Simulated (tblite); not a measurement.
Species: C₃F₄O₂.
SMILES with atom numbers: `[O:1]=[C:2]=[C:3]([F:4])[O:5][C:6]([F:7])([F:8])[F:9]`

Computed with GFN2-xTB (tblite), gas phase: nudged elastic band of 9 images (0 to 8), spring 0.2 eV/Å², climbing image at the end, force threshold 0.05 eV/Å. The top image wasn't refined or checked by frequencies; at this threshold it can lie a kcal/mol or more above the true saddle point of the method.

The band describes a rotation about C6–O5 (CF3 carbon, ether oxygen), followed by the dihedral F7–C6–O5–C3, from the optimised start (-177°) to a second optimised geometry at -58°.

**Question.** How does the energy change from image to image?

**Answer.** 
```
image  dihedral (°)  E (kJ/mol)  C6–O5 (Å)  F7···C3 (Å)  largest true force (eV/Å)
    0          -177        0.00      1.346         3.45                       0.01
    1          -164        0.77      1.348         3.43                       0.06
    2          -149        2.66      1.350         3.40                       0.06
    3          -134        4.66      1.351         3.34                       0.05
    4          -117        5.45      1.352         3.24                       0.04
    5          -100        4.53      1.350         3.12                       0.04
    6           -85        2.61      1.348         2.98                       0.05
    7           -70        0.85      1.347         2.85                       0.05
    8           -58        0.00      1.346         2.75                       0.01
```

Barriers of this band. The top is image 4 at -117°: 5.5 kJ/mol in either direction, as the ends lie within 0.002 eV of each other. The central bond is 0.006 Å longer at the top than at the start.

**Question.** What rate follows at 298 K for crossing this barrier forward?

**Answer.** Taking the electronic barrier for the free energy of activation (no zero-point or entropy terms, transmission 1), rate = (kT/h)·exp(−ΔE/kT) ≈ 7 × 10^11 s⁻¹, whose inverse is 1 × 10^-12 s. An error of 1 kcal/mol in the barrier changes this by a factor of 5, and the method and the loose band can each miss by that much or more. The barrier is only 2.2 kT, where transition-state theory is rough.

**Question.** How long is the path, and how are the images spaced?

**Answer.** Cartesian distances between aligned neighbours (all atoms, Å): 0.46, 0.46, 0.46, 0.46, 0.46, 0.46, 0.46, 0.45; the sum is 3.67 Å, and the top lies 50 % of the way along.

The cost below is that of the whole band run. Time: 5.1 s wall; peak memory 0.18 GiB. Hardware: Intel Xeon at 2.50 GHz, one thread, on a shared host.
